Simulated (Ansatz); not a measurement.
Consider the redistribution: `C[CH2][AlH2]` + `C[Se]B[SiH3]` → `C[Se][BH][AlH2]` + `CC[SiH3]`.

Computed with Ansatz on PBE0-D4/def2-TZVP structures; ΔE is electronic, products minus reactants. CBS: MP2 limit from def2 TZ/QZ plus the TZ coupled-cluster correction, frozen cores. DFT in def2-TZVPP. B3LYP here is the variant with VWN-RPA as its local correlation; programs differ in this. For Se outer-core shells are correlated without core-valence functions, which leaves a few kJ/mol of doubt a bond. Scalar relativity is left out up to krypton. One conformer a species, not always the lowest.

`C[CH2][AlH2]`:

Cartesian coordinates in Å:
```
C -0.507 0.019 1.233
C -0.566 0.056 -0.293
Al 1.138 -0.075 -1.250
H -1.499 0.098 1.687
H 0.097 0.838 1.633
H -0.057 -0.908 1.598
H -1.060 0.976 -0.635
H -1.214 -0.747 -0.671
H 1.155 -0.056 -2.841
H 2.514 -0.200 -0.459
```

`C[Se]B[SiH3]`:

Z-matrix (Å, degrees):
```
C
Se 1 1.952
H 1 1.089 2 108.7
H 1 1.089 2 108.7 3 -119.4
H 1 1.087 2 108.7 3 120.3
B 2 1.882 1 103.7 3 -119.4
Si 6 2.005 2 118.4 1 180.0
H 6 1.195 2 118.5 1 -0.1
H 7 1.489 6 112.8 2 -0.1
H 7 1.491 6 110.2 2 -121.0
H 7 1.491 6 110.2 2 120.7
```

`C[Se][BH][AlH2]`:

Z-matrix (Å, degrees):
```
C
Se 1 1.955
H 1 1.089 2 107.9
H 1 1.089 2 109.7 3 118.9
H 1 1.089 2 109.7 3 -118.9
B 2 1.889 1 103.5 3 179.4
Al 6 2.108 2 123.6 1 0.0
H 6 1.199 2 110.6 1 180.0
H 7 1.594 6 121.3 2 -88.6
H 7 1.594 6 121.3 2 89.3
```

`CC[SiH3]`:

Cartesian coordinates in Å:
```
C 1.142 0.016 0.845
C -0.306 0.374 0.524
Si -0.879 -0.262 -1.145
H 1.444 0.400 1.823
H 1.829 0.430 0.103
H 1.291 -1.067 0.858
H -0.445 1.461 0.540
H -0.979 -0.027 1.290
H -0.769 -1.746 -1.200
H -0.033 0.303 -2.233
H -2.295 0.116 -1.405
```

| level | ΔE (kcal/mol) | difference from CCSD(T)/CBS |
| --- | --- | --- |
| PBE-D4 | 1.1 | 0.4 |
| r2SCAN-D4 | 1.1 | 0.4 |
| PBE0-D4 | 0.8 | 0.1 |
| B3LYP-D4 | 1.0 | 0.3 |
| ωB97M-V | 0.8 | 0.1 |
| PBE | 1.5 | 0.8 |
| B3LYP | 1.5 | 0.8 |
| MP2/def2-TZVPP | 1.0 | 0.3 |
| SCS-MP2/def2-TZVPP | 0.8 | 0.1 |
| CCSD/def2-TZVPP | 0.5 | -0.2 |
| CCSD(T)/def2-TZVPP | 0.6 | -0.1 |
| HF/def2-QZVPP | -0.1 | -0.8 |
| MP2/def2-QZVPP | 1.0 | 0.3 |
| HF/CBS(def2) | -0.1 | -0.8 |
| MP2/CBS(def2) | 1.1 | 0.4 |
| CCSD/CBS(def2) | 0.6 | -0.1 |
| CCSD(T)/CBS | 0.7 | 0 |

Largest T1 diagnostic among the species: 0.014.
